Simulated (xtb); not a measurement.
xtb input file for C5H6Se, SMILES C=C=C1CC[Se]1, GFN2-xTB. 

```
$ xtb mol.xyz --gfn 2 --sp --chrg 0 --uhf 0 --json
$ cat mol.xyz
12

C      2.85876120    -1.40874289    -0.41985007
C      1.62831925    -0.99234739    -0.43264507
C      0.41501846    -0.55739101    -0.42211668
C     -0.81774211    -0.87126703    -1.22549250
C     -1.77001507     0.14851696    -0.59276921
Se    -0.41594660     0.80095011     0.70972767
H      3.62093813    -0.94496125    -1.02675711
H      3.16787576    -2.24773286     0.18406558
H     -0.66634071    -0.71491180    -2.29502820
H     -1.14370643    -1.90251287    -1.07774904
H     -2.08525085     0.94644706    -1.26294067
H     -2.63738202    -0.28124361    -0.09509022
```

Output:

```
[banner left out]
          |                Calculation Setup                |
           -------------------------------------------------



           -------------------------------------------------
          |                 G F N 2 - x T B                 |
           -------------------------------------------------

        Reference                      10.1021/acs.jctc.8b01176
      * Hamiltonian:
        H0-scaling (s, p, d)           1.850000    2.230000    2.230000
        zeta-weighting                 0.500000
      * Dispersion:
        s8                             2.700000
        a1                             0.520000
        a2                             5.000000
        s9                             5.000000
      * Repulsion:
        kExp                           1.500000    1.000000
        rExp                           1.000000
      * Coulomb:
        alpha                          2.000000
        third order                    shell-resolved
        anisotropic                    true
        a3                             3.000000
        a5                             4.000000
        cn-shift                       1.200000
        cn-exp                         4.000000
        max-rad                        5.000000


          ...................................................
          :                      SETUP                      :
          :.................................................:
          :  # basis functions                  36          :
          :  # atomic orbitals                  35          :
          :  # shells                           19          :
          :  # electrons                        32          :
          :  max. iterations                   250          :
          :  Hamiltonian                  GFN2-xTB          :
          :  restarted?                      false          :
          :  GBSA solvation                  false          :
          :  PC potential                    false          :
          :  electronic temp.          300.0000000     K    :
          :  accuracy                    1.0000000          :
          :  -> integral cutoff          0.2500000E+02      :
          :  -> integral neglect         0.1000000E-07      :
          :  -> SCF convergence          0.1000000E-05 Eh   :
          :  -> wf. convergence          0.1000000E-03 e    :
          :  Broyden damping             0.4000000          :
          :  net charge                          0          :
          :  unpaired electrons                  0          :
          ...................................................

 iter      E             dE          RMSdq      gap      omega  full diag
   1    -17.0755948 -0.170756E+02  0.569E+00    2.97       0.0  T
   2    -17.1063236 -0.307289E-01  0.380E+00    2.76       1.0  T
   3    -17.1050697  0.125389E-02  0.160E+00    2.68       1.0  T
   4    -17.1086188 -0.354904E-02  0.512E-01    2.67       1.0  T
   5    -17.1101383 -0.151955E-02  0.225E-01    2.63       1.0  T
   6    -17.1103352 -0.196874E-03  0.130E-01    2.64       1.0  T
   7    -17.1103599 -0.247171E-04  0.277E-02    2.64       1.0  T
   8    -17.1103590  0.905081E-06  0.184E-02    2.64       1.6  T
   9    -17.1103611 -0.210550E-05  0.580E-03    2.64       5.0  T
  10    -17.1103611 -0.168317E-07  0.248E-03    2.64      11.7  T
  11    -17.1103612 -0.984616E-08  0.867E-04    2.64      33.3  T
  12    -17.1103612 -0.622467E-09  0.215E-04    2.64     134.1  T

   *** convergence criteria satisfied after 12 iterations ***

         #    Occupation            Energy/Eh            Energy/eV
      -------------------------------------------------------------
         1        2.0000           -0.7412201             -20.1696
       ...           ...                  ...                  ...
        10        2.0000           -0.4919116             -13.3856
        11        2.0000           -0.4694130             -12.7734
        12        2.0000           -0.4468936             -12.1606
        13        2.0000           -0.4331681             -11.7871
        14        2.0000           -0.4092159             -11.1353
        15        2.0000           -0.3974994             -10.8165
        16        2.0000           -0.3535877              -9.6216 (HOMO)
        17                         -0.2564671              -6.9788 (LUMO)
        18                         -0.2113633              -5.7515
        19                         -0.1968759              -5.3573
        20                         -0.1097539              -2.9866
        21                          0.0382042               1.0396
       ...                                ...                  ...
        35                          1.1191614              30.4539
      -------------------------------------------------------------
                  HL-Gap            0.0971206 Eh            2.6428 eV
             Fermi-level           -0.3050274 Eh           -8.3002 eV

 SCC (total)                   0 d,  0 h,  0 min,  0.008 sec
 SCC setup                      ...        0 min,  0.000 sec (  1.076%)
 Dispersion                     ...        0 min,  0.000 sec (  0.963%)
 classical contributions        ...        0 min,  0.000 sec (  0.232%)
 integral evaluation            ...        0 min,  0.001 sec ( 17.452%)
 iterations                     ...        0 min,  0.004 sec ( 54.825%)
 molecular gradient             ...        0 min,  0.002 sec ( 24.306%)
 printout                       ...        0 min,  0.000 sec (  1.040%)

         :::::::::::::::::::::::::::::::::::::::::::::::::::::
         ::                     SUMMARY                     ::
         :::::::::::::::::::::::::::::::::::::::::::::::::::::
         :: total energy             -16.844793768460 Eh    ::
         :: gradient norm              0.000232571939 Eh/a0 ::
         :: HOMO-LUMO gap              2.642786061479 eV    ::
         ::.................................................::
         :: SCC energy               -17.110357494428 Eh    ::
         :: -> isotropic ES            0.002425899369 Eh    ::
         :: -> anisotropic ES          0.001083968663 Eh    ::
         :: -> anisotropic XC          0.013016392198 Eh    ::
         :: -> dispersion             -0.008264703169 Eh    ::
         :: repulsion energy           0.265563725968 Eh    ::
         :: add. restraining           0.000000000000 Eh    ::
         :: total charge               0.000000000000 e     ::
         :::::::::::::::::::::::::::::::::::::::::::::::::::::

           -------------------------------------------------
          |                Property Printout                |
           -------------------------------------------------

    * Orbital Energies and Occupations

         #    Occupation            Energy/Eh            Energy/eV
      -------------------------------------------------------------
         1        2.0000           -0.7412201             -20.1696
       ...           ...                  ...                  ...
         4        2.0000           -0.6009396             -16.3524
         5        2.0000           -0.5767771             -15.6949
         6        2.0000           -0.5327968             -14.4981
         7        2.0000           -0.5295021             -14.4085
         8        2.0000           -0.5052657             -13.7490
         9        2.0000           -0.4976183             -13.5409
        10        2.0000           -0.4919116             -13.3856
        11        2.0000           -0.4694130             -12.7734
        12        2.0000           -0.4468936             -12.1606
        13        2.0000           -0.4331681             -11.7871
        14        2.0000           -0.4092159             -11.1353
        15        2.0000           -0.3974994             -10.8165
        16        2.0000           -0.3535877              -9.6216 (HOMO)
        17                         -0.2564671              -6.9788 (LUMO)
        18                         -0.2113633              -5.7515
        19                         -0.1968759              -5.3573
        20                         -0.1097539              -2.9866
        21                          0.0382042               1.0396
        22                          0.0429637               1.1691
        23                          0.0800084               2.1771
        24                          0.0860876               2.3426
        25                          0.1183639               3.2208
        26                          0.1370001               3.7280
        27                          0.1522284               4.1423
       ...                                ...                  ...
        35                          1.1191614              30.4539
      -------------------------------------------------------------
                  HL-Gap            0.0971206 Eh            2.6428 eV
             Fermi-level           -0.3050274 Eh           -8.3002 eV

     #   Z          covCN         q      C6AA      α(0)
     1   6 C        2.833    -0.085    30.114     8.993
     2   6 C        1.981    -0.028    31.797     9.106
     3   6 C        2.979     0.022    27.519     8.605
     4   6 C        4.095    -0.046    21.304     6.556
     5   6 C        3.838    -0.021    20.925     6.508
     6  34 Se       2.241    -0.143   240.583    27.027
     7   1 H        0.926     0.059     2.210     2.325
     8   1 H        0.926     0.059     2.211     2.325
     9   1 H        0.924     0.043     2.405     2.425
    10   1 H        0.924     0.045     2.383     2.414
    11   1 H        0.925     0.048     2.348     2.396
    12   1 H        0.925     0.047     2.357     2.401

 Mol. C6AA /au·bohr⁶  :       2509.527920
 Mol. C8AA /au·bohr⁸  :      89609.152196
 Mol. α(0) /au        :         81.080920


Wiberg/Mayer (AO) data.
largest (>0.10) Wiberg bond orders for each atom

 ---------------------------------------------------------------------------
     #   Z sym  total        # sym  WBO       # sym  WBO       # sym  WBO
 ---------------------------------------------------------------------------
     1   6 C    3.990 --     2 C    1.932     8 H    0.947     7 H    0.947
                             6 Se   0.110
     2   6 C    3.981 --     1 C    1.932     3 C    1.907
     3   6 C    3.961 --     2 C    1.907     4 C    0.991     6 Se   0.964
     4   6 C    3.996 --     5 C    1.011     3 C    0.991     9 H    0.970
                            10 H    0.969
     5   6 C    3.986 --     6 Se   1.027     4 C    1.011    12 H    0.970
                            11 H    0.970
     6  34 Se   2.253 --     5 C    1.027     3 C    0.964     1 C    0.110
     7   1 H    0.996 --     1 C    0.947
     8   1 H    0.996 --     1 C    0.947
     9   1 H    0.998 --     4 C    0.970
    10   1 H    0.998 --     4 C    0.969
    11   1 H    0.998 --     5 C    0.970
    12   1 H    0.998 --     5 C    0.970
 ---------------------------------------------------------------------------

Topologies differ in total number of bonds
Writing topology from bond orders to xtbtopo.mol

molecular dipole:
                 x           y           z       tot (Debye)
 q only:       -0.091      -0.408      -0.486
   full:       -0.205      -0.538      -0.681       2.268
molecular quadrupole (traceless):
                xx          xy          yy          xz          yz          zz
 q only:        2.971      -0.858      -1.461       0.891      -0.241      -1.510
  q+dip:        5.509      -1.686      -2.429       0.721      -2.046      -3.080
   full:        4.742      -1.382      -2.301       1.279      -0.712      -2.441


           -------------------------------------------------
          | TOTAL ENERGY              -16.844793768460 Eh   |
Note: The following floating-point exceptions are signalling: IEEE_UNDERFLOW_FLAG IEEE_DENORMAL
normal termination of xtb
          | GRADIENT NORM               0.000232571939 Eh/α |
          | HOMO-LUMO GAP               2.642786061479 eV   |
           -------------------------------------------------

------------------------------------------------------------------------
------------------------------------------------------------------------
 total:
 SCF:
```

Self-consistency was reached.
